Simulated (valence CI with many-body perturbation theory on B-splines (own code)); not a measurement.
## Sm21+: M1 decay

Calculated by configuration interaction combined with many-body perturbation theory (CI+MBPT): five valence electrons over a frozen Dirac-Fock core [Kr], radial functions for each j: 7 s, 7 p, 8 d, 6 f, 4 g, 1 h, with the one-electron correlation potential Σ1, the two-electron term Σ2, the three-electron term Σ3, Breit, model QED; selected CI, second order for the rest, scaled by the run's own slope (own B-spline code, finite nucleus).

No measured levels were compared; by estimate terms of the open shell hold to 2 to 4 % of their energy, and close levels can change places. Among the levels kept, up to 450 cm⁻¹ of a level comes from second order outside the variational space, and about a tenth of that is noise between levels of different J, which matters for small intervals. The list stops below the first excitations out of the core.

Lines 51 to 100 of 120 in falling wavelength, among levels below 704170 cm⁻¹, chosen from the decays that carry over 1 % of a level's rate. Wavelengths and rates use the calculated energies, so an error of 2000 cm⁻¹ moves a line at 2006 Å by 4 % and its rate by three times that or more. S is in atomic units (e²a₀⁴ for E2 and M2, e²a₀⁶ for E3), for M1 in squared Bohr magnetons. Weak lines are less certain than strong ones. Lines between different terms over intervals too small for the method are left out, as are lines whose strength nearly cancels.

Levels are named by their leading jj configuration (3d3/2^4 stands for four electrons in 3d with j = 3/2), which in mixed levels can hold well under half, so a name can repeat and another be missing. Letters in brackets count levels of one name in rising energy.

```
λ vac (Å)                        Upper                        Lower  Type   A (s⁻¹)  S (a.u.)
     2006  (4d3/2^2 4d5/2^3) J=5/2 [b]      (4d3/2^3 4d5/2^2) J=5/2    M1  1.67e+03  3.00e+00
     2002    (4d3/2 4d5/2^4) J=5/2 [a]  (4d3/2^2 4d5/2^3) J=7/2 [a]    M1  9.60e+02  1.71e+00
     1981  (4d3/2^2 4d5/2^3) J=9/2 [a]  (4d3/2^3 4d5/2^2) J=7/2 [a]    M1  5.76e+02  1.66e+00
     1935     (4d3/2^2 4d5/2^3) J=13/2     (4d3/2^3 4d5/2^2) J=11/2    M1  2.44e+02  9.17e-01
     1933  (4d3/2^2 4d5/2^3) J=5/2 [c]  (4d3/2^3 4d5/2^2) J=7/2 [b]    M1  4.29e+02  6.89e-01
     1876  (4d3/2^2 4d5/2^3) J=3/2 [a]  (4d3/2^3 4d5/2^2) J=3/2 [a]    M1  2.23e+03  2.19e+00
     1869  (4d3/2^2 4d5/2^3) J=3/2 [b]  (4d3/2^2 4d5/2^3) J=5/2 [a]    M1  4.14e+02  4.00e-01
     1787  (4d3/2^2 4d5/2^3) J=9/2 [c]  (4d3/2^2 4d5/2^3) J=9/2 [a]    M1  2.69e+01  5.68e-02
     1764  (4d3/2^2 4d5/2^3) J=5/2 [a]    (4d3/2^4 4d5/2) J=5/2 [b]    M1  1.99e+03  2.43e+00
     1731    (4d3/2 4d5/2^4) J=7/2 [a]  (4d3/2^2 4d5/2^3) J=9/2 [a]    M1  1.93e+03  2.97e+00
     1725       (4d3/2 4d5/2^4) J=11/2     (4d3/2^2 4d5/2^3) J=13/2    M1  7.08e+02  1.62e+00
     1711  (4d3/2^2 4d5/2^3) J=5/2 [b]  (4d3/2^3 4d5/2^2) J=3/2 [a]    M1  3.09e+02  3.45e-01
     1707    (4d3/2 4d5/2^4) J=5/2 [a]  (4d3/2^2 4d5/2^3) J=5/2 [a]    M1  3.25e+03  3.59e+00
     1682  (4d3/2^2 4d5/2^3) J=7/2 [c]  (4d3/2^2 4d5/2^3) J=5/2 [a]    M1  2.27e+02  3.21e-01
     1643  (4d3/2^2 4d5/2^3) J=5/2 [b]  (4d3/2^3 4d5/2^2) J=7/2 [a]    M1  5.25e+02  5.18e-01
     1642  (4d3/2^3 4d5/2^2) J=7/2 [a]    (4d3/2^4 4d5/2) J=5/2 [a]    M1  4.25e+02  5.58e-01
     1623  (4d3/2^2 4d5/2^3) J=9/2 [c]     (4d3/2^2 4d5/2^3) J=11/2    M1  2.05e+02  3.24e-01
     1578  (4d3/2^3 4d5/2^2) J=3/2 [a]    (4d3/2^4 4d5/2) J=5/2 [a]    M1  2.59e+03  1.51e+00
     1572  (4d3/2^2 4d5/2^3) J=9/2 [b]      (4d3/2^3 4d5/2^2) J=9/2    M1  2.04e+03  2.94e+00
     1568       (4d3/2 4d5/2^4) J=11/2  (4d3/2^2 4d5/2^3) J=9/2 [a]    M1  7.70e+02  1.32e+00
     1560    (4d3/2 4d5/2^4) J=3/2 [a]  (4d3/2^2 4d5/2^3) J=3/2 [a]    M1  2.42e+03  1.36e+00
     1550    (4d3/2 4d5/2^4) J=5/2 [a]  (4d3/2^3 4d5/2^2) J=7/2 [b]    M1  5.68e+02  4.71e-01
     1531  (4d3/2^2 4d5/2^3) J=7/2 [a]    (4d3/2^4 4d5/2) J=5/2 [b]    M1  1.79e+02  1.90e-01
     1530  (4d3/2^2 4d5/2^3) J=7/2 [c]  (4d3/2^3 4d5/2^2) J=7/2 [b]    M1  8.69e+02  9.23e-01
     1514    (4d3/2 4d5/2^4) J=7/2 [a]  (4d3/2^2 4d5/2^3) J=7/2 [a]    M1  1.46e+03  1.50e+00
     1511  (4d3/2^2 4d5/2^3) J=7/2 [b]      (4d3/2^3 4d5/2^2) J=5/2    M1  2.92e+01  2.98e-02
     1493  (4d3/2^2 4d5/2^3) J=7/2 [b]      (4d3/2^3 4d5/2^2) J=9/2    M1  4.48e+02  4.42e-01
     1464  (4d3/2^2 4d5/2^3) J=5/2 [c]      (4d3/2^3 4d5/2^2) J=5/2    M1  4.23e+01  2.95e-02
     1444  (4d3/2^2 4d5/2^3) J=9/2 [b]     (4d3/2^3 4d5/2^2) J=11/2    M1  7.28e+02  8.13e-01
     1440       (4d3/2 4d5/2^4) J=11/2     (4d3/2^2 4d5/2^3) J=11/2    M1  3.20e+03  4.26e+00
     1432    (4d3/2 4d5/2^4) J=3/2 [a]  (4d3/2^2 4d5/2^3) J=1/2 [a]    M1  2.67e+03  1.16e+00
     1422  (4d3/2^3 4d5/2^2) J=3/2 [b]    (4d3/2^4 4d5/2) J=5/2 [b]    M1  1.83e+02  7.82e-02
     1413  (4d3/2^2 4d5/2^3) J=3/2 [b]      (4d3/2^3 4d5/2^2) J=1/2    M1  2.32e+02  9.71e-02
     1390      (4d3/2^3 4d5/2^2) J=5/2    (4d3/2^4 4d5/2) J=5/2 [a]    M1  1.83e+02  1.09e-01
     1354  (4d3/2^2 4d5/2^3) J=9/2 [b]  (4d3/2^3 4d5/2^2) J=7/2 [a]    M1  7.30e+02  6.72e-01
     1339    (4d3/2 4d5/2^4) J=7/2 [a]  (4d3/2^2 4d5/2^3) J=5/2 [a]    M1  1.54e+02  1.10e-01
     1315  (4d3/2^2 4d5/2^3) J=3/2 [b]      (4d3/2^3 4d5/2^2) J=5/2    M1  1.01e+02  3.41e-02
     1300  (4d3/2^2 4d5/2^3) J=5/2 [c]  (4d3/2^3 4d5/2^2) J=3/2 [a]    M1  4.25e+02  2.08e-01
     1295  (4d3/2^2 4d5/2^3) J=7/2 [b]  (4d3/2^3 4d5/2^2) J=7/2 [a]    M1  2.29e+01  1.48e-02
     1285  (4d3/2^2 4d5/2^3) J=1/2 [b]      (4d3/2^3 4d5/2^2) J=1/2    M1  9.13e+02  1.44e-01
     1269  (4d3/2^2 4d5/2^3) J=9/2 [c]  (4d3/2^3 4d5/2^2) J=7/2 [b]    M1  8.51e+02  6.45e-01
     1268  (4d3/2^2 4d5/2^3) J=3/2 [a]    (4d3/2^4 4d5/2) J=5/2 [b]    M1  1.69e+03  5.10e-01
     1260  (4d3/2^2 4d5/2^3) J=5/2 [c]  (4d3/2^3 4d5/2^2) J=7/2 [a]    M1  1.59e+03  7.09e-01
     1241    (4d3/2 4d5/2^4) J=7/2 [a]  (4d3/2^3 4d5/2^2) J=7/2 [b]    M1  4.55e+02  2.58e-01
     1233    (4d3/2 4d5/2^4) J=5/2 [a]      (4d3/2^3 4d5/2^2) J=5/2    M1  2.16e+03  9.02e-01
     1220  (4d3/2^2 4d5/2^3) J=7/2 [c]      (4d3/2^3 4d5/2^2) J=5/2    M1  3.20e+02  1.72e-01
     1209  (4d3/2^2 4d5/2^3) J=7/2 [c]      (4d3/2^3 4d5/2^2) J=9/2    M1  1.14e+03  5.95e-01
     1190  (4d3/2^2 4d5/2^3) J=5/2 [b]    (4d3/2^4 4d5/2) J=5/2 [b]    M1  7.74e+01  2.90e-02
     1182  (4d3/2^2 4d5/2^3) J=3/2 [b]  (4d3/2^3 4d5/2^2) J=3/2 [a]    M1  4.25e+02  1.04e-01
     1129  (4d3/2^3 4d5/2^2) J=7/2 [b]    (4d3/2^4 4d5/2) J=5/2 [a]    M1  1.67e+02  7.12e-02
```
